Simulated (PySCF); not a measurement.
CCl2F, SMILES F[C](Cl)Cl, multiplicity 2.

The structure is a stationary point at TPSSh-D3(BJ)/def2-SVP. The isomer is the one that the SMILES or the coordinates give; other isomers of the formula were not compared.

Two levels are set side by side: PBE/def2-TZVPD (PySCF) and ωB97X/def2-TZVPD (PySCF). Same geometry, gas phase. Differences are taken from unrounded values.

| quantity | PBE |
|---|---|
| α-spin orbital gap (eV) | 3.77 |
| β-spin orbital gap (eV) | 4.31 |
| dipole moment (D) | 0.28 |
| mean polarisability (bohr³) | 46.4 |

**Question.** These are the PBE values. What does ωB97X give? (An estimate is asked for; the answer gives what the named calculation found.)

**Answer.** 
```
quantity                     ωB97X  PBE minus ωB97X
---------------------------  -----  ---------------
α-spin orbital gap (eV)      10.82            -7.05
β-spin orbital gap (eV)      11.42            -7.12
dipole moment (D)             0.33            -0.05
mean polarisability (bohr³)   43.4              3.0
```

Loosely held outer electrons make PBE densities more polarisable. Differences between two approximate levels are no errors against the true value.

Rough cost on one machine, each run with all the roots and properties that it gave: ωB97X against PBE within a factor of 2.
